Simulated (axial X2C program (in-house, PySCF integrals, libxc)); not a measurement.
## Outer orbitals of TaN⁻ at 1.695 Å, PBE0

Calculated with an in-house all-electron X2C program for linear molecules (integrals from PySCF). Spin-free means the one-electron spin-free X2C Hamiltonian; two-component (2c) means X2C with spin–orbit coupling and atomic mean-field two-electron Coulomb and Gaunt terms, so the difference of the two also holds small scalar two-electron terms. Basis: Ta dyall-acv3z [14s15p10d7f4g], N dyall-av3z [7s7p3d2f] (cores contracted in-house); Gaussian nuclei, density fitting, unrestricted open shells. Masses: Ta 180.948 u, N 14.003 u.

The distance is close to the 2c PBE0 minimum; the highest filled and lowest empty levels are listed.

Spin-free orbitals, state M_S = 1/2, Λ = 2 (beyond evenly filled blocks: δ+α) (Löwdin shares):

```json
{"symmetry": "φ+α", "occupied": "yes", "ε (eV)": "-22.77", "atomic character": "100% Ta f"}
{"symmetry": "φ-α", "occupied": "yes", "ε (eV)": "-22.68", "atomic character": "100% Ta f"}
{"symmetry": "δ+α", "occupied": "yes", "ε (eV)": "-22.61", "atomic character": "100% Ta f"}
{"symmetry": "φ-β", "occupied": "yes", "ε (eV)": "-22.58", "atomic character": "100% Ta f"}
{"symmetry": "φ+β", "occupied": "yes", "ε (eV)": "-22.58", "atomic character": "100% Ta f"}
{"symmetry": "δ-α", "occupied": "yes", "ε (eV)": "-22.57", "atomic character": "100% Ta f"}
{"symmetry": "σα", "occupied": "yes", "ε (eV)": "-22.55", "atomic character": "99% Ta f"}
{"symmetry": "π+α", "occupied": "yes", "ε (eV)": "-22.52", "atomic character": "100% Ta f"}
{"symmetry": "δ+β", "occupied": "yes", "ε (eV)": "-22.52", "atomic character": "100% Ta f"}
{"symmetry": "δ-β", "occupied": "yes", "ε (eV)": "-22.52", "atomic character": "100% Ta f"}
{"symmetry": "π-α", "occupied": "yes", "ε (eV)": "-22.51", "atomic character": "100% Ta f"}
{"symmetry": "σβ", "occupied": "yes", "ε (eV)": "-22.49", "atomic character": "99% Ta f"}
{"symmetry": "π-β", "occupied": "yes", "ε (eV)": "-22.46", "atomic character": "100% Ta f"}
{"symmetry": "π+β", "occupied": "yes", "ε (eV)": "-22.46", "atomic character": "100% Ta f"}
{"symmetry": "σβ", "occupied": "yes", "ε (eV)": "-13.09", "atomic character": "62% N s, 16% Ta d, 9% Ta p"}
{"symmetry": "σα", "occupied": "yes", "ε (eV)": "-12.91", "atomic character": "62% N s, 17% Ta d, 9% Ta p"}
{"symmetry": "π+α", "occupied": "yes", "ε (eV)": "-2.21", "atomic character": "55% N p, 38% Ta d, 2% Ta p"}
{"symmetry": "π+β", "occupied": "yes", "ε (eV)": "-2.18", "atomic character": "59% N p, 33% Ta d, 3% Ta f"}
{"symmetry": "π-β", "occupied": "yes", "ε (eV)": "-2.18", "atomic character": "59% N p, 33% Ta d, 3% Ta f"}
{"symmetry": "π-α", "occupied": "yes", "ε (eV)": "-2.17", "atomic character": "56% N p, 37% Ta d, 2% Ta p"}
{"symmetry": "σβ", "occupied": "yes", "ε (eV)": "-2.00", "atomic character": "60% N p, 22% Ta d, 8% Ta p"}
{"symmetry": "σα", "occupied": "yes", "ε (eV)": "-1.97", "atomic character": "56% N p, 28% Ta d, 7% Ta p"}
{"symmetry": "σα", "occupied": "yes", "ε (eV)": "-0.78", "atomic character": "60% Ta s, 13% N p, 11% Ta d"}
{"symmetry": "σβ", "occupied": "yes", "ε (eV)": "-0.18", "atomic character": "62% Ta s, 11% Ta p, 10% Ta d"}
{"symmetry": "δ+α", "occupied": "yes", "ε (eV)": "0.38", "atomic character": "95% Ta d, 3% N d"}
{"symmetry": "π+β", "occupied": "no", "ε (eV)": "1.93", "atomic character": "98% Ta p"}
{"symmetry": "π-β", "occupied": "no", "ε (eV)": "1.93", "atomic character": "98% Ta p"}
{"symmetry": "σβ", "occupied": "no", "ε (eV)": "1.93", "atomic character": "94% Ta p, 3% Ta s"}
{"symmetry": "π+α", "occupied": "no", "ε (eV)": "1.98", "atomic character": "98% Ta p"}
{"symmetry": "π-α", "occupied": "no", "ε (eV)": "1.98", "atomic character": "98% Ta p"}
```

The highest filled level is positive, so this functional does not bind it, and the empty levels of an anion are set by the basis.

Spinors with spin–orbit coupling (state Ω = 3/2):

| ω | occupied | ε (eV) | atomic character | λ mixture |
| --- | --- | --- | --- | --- |
| -7/2 | yes | -21.86 | 100% Ta f | 100% φ |
| -5/2 | yes | -21.76 | 100% Ta f | 86% δ, 14% φ |
| 7/2 | yes | -21.75 | 100% Ta f | 100% φ |
| 5/2 | yes | -21.73 | 100% Ta f | 88% δ, 12% φ |
| -1/2 | yes | -21.70 | 100% Ta f | 55% σ, 45% π |
| -3/2 | yes | -21.70 | 100% Ta f | 71% π, 29% δ |
| 1/2 | yes | -21.70 | 100% Ta f | 58% σ, 42% π |
| 3/2 | yes | -21.68 | 100% Ta f | 74% π, 26% δ |
| 1/2 | yes | -13.06 | 62% N s, 16% Ta d, 9% Ta p | 100% σ |
| -1/2 | yes | -12.86 | 61% N s, 17% Ta d, 9% Ta p | 100% σ |
| 1/2 | yes | -2.29 | 55% N p, 37% Ta d, 3% Ta p | 89% π, 11% σ |
| -1/2 | yes | -2.25 | 58% N p, 33% Ta d, 3% Ta p | 88% π, 12% σ |
| 3/2 | yes | -2.12 | 59% N p, 34% Ta d, 3% Ta f | 100% π |
| -3/2 | yes | -2.10 | 56% N p, 37% Ta d, 2% Ta f | 100% π |
| 1/2 | yes | -1.94 | 60% N p, 23% Ta d, 8% Ta p | 89% σ, 11% π |
| -1/2 | yes | -1.91 | 57% N p, 27% Ta d, 7% Ta p | 88% σ, 12% π |
| -1/2 | yes | -0.76 | 60% Ta s, 13% N p, 11% Ta d | 100% σ |
| 1/2 | yes | -0.16 | 62% Ta s, 11% Ta p, 10% Ta d | 100% σ |
| 3/2 | yes | 0.18 | 94% Ta d, 3% N d | 99% δ, 1% π |
| -1/2 | no | 1.92 | 98% Ta p | 100% π |
| 3/2 | no | 1.93 | 98% Ta p | 100% π |
| 1/2 | no | 1.94 | 94% Ta p, 4% Ta s | 100% σ |
| 1/2 | no | 1.98 | 98% Ta p | 100% π |
| -3/2 | no | 1.98 | 98% Ta p | 100% π |

The highest filled level is positive, so this functional does not bind it, and the empty levels of an anion are set by the basis.

How does the gap between the highest filled and lowest empty level change from the spin-free to the 2c table?

From 1.55 to 1.74 eV at PBE0, a change of 0.19 eV.

Mulliken charges and populations of the two-component result (they depend on the basis, above all on diffuse functions):

Ta -0.24 e (s 11.72 p 24.23 d 23.24 f 14.04 g 0.01), N -0.76 e (s 3.85 p 3.84 d 0.07 f 0.01). ⟨Lz⟩ = 2.00 ħ and ⟨Sz⟩ = -0.50 ħ (-0.58 and 0.08 on the two atoms), which add up to Ω.

The state is a single determinant with fixed occupations, the lowest that a limited PBE0 search found. Density functionals use the spin component along the axis (collinear). Without a current term, density functionals place determinants with orbital angular momentum somewhat too high. The highest occupied level of some functionals is positive through self-interaction error; at Hartree–Fock it is bound. The determinant is spin-polarised beyond a pure state at some levels (its spin-free form has ⟨S²⟩ too high), which makes Re and μ there less reliable.
